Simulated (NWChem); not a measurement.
SiPH$_{5}$O; SMILES O[SiH2]P

```xyz
8

Si    -0.5057     0.6450     0.0106
O      0.7187     1.7768     0.1035
P      0.0923    -1.5466     0.0395
H     -1.3417     0.8927     1.2084
H     -1.3242     0.8146    -1.2254
H      1.3656     1.7762    -0.6159
H      1.1044    -1.4176     1.0332
H      1.0057    -1.4720    -1.0531
```
Atoms are numbered in this order, from 1.

Program: NWChem. Pople sets run with spherical d functions. Structure relaxed at the B3LYP/6-31G* (spherical d) level. GIAO values for the isolated, static molecule; σ is the absolute isotropic shielding, δ = σ(reference) − σ with the isolated reference molecule computed at the same levels (1H: tetramethylsilane, 17O: water, 31P: phosphine, 29Si: tetramethylsilane).

Task: Estimate the computed values for Hartree-Fock/6-31G*. Quantities: δ Si1 (ppm); δ O2 (ppm); δ P3 (ppm); δ H4 (ppm); δ H5 (ppm); δ H6 (ppm); δ H7 (ppm).

Result: The δ Si1 (ppm) is -3.0. The δ O2 (ppm) comes out as 7.7 and the δ P3 (ppm) is -4.6. The δ H4 (ppm) is 5.27. The δ H5 (ppm) is 5.30, the δ H6 (ppm) is 1.14 and the δ H7 (ppm) comes out as 1.90.
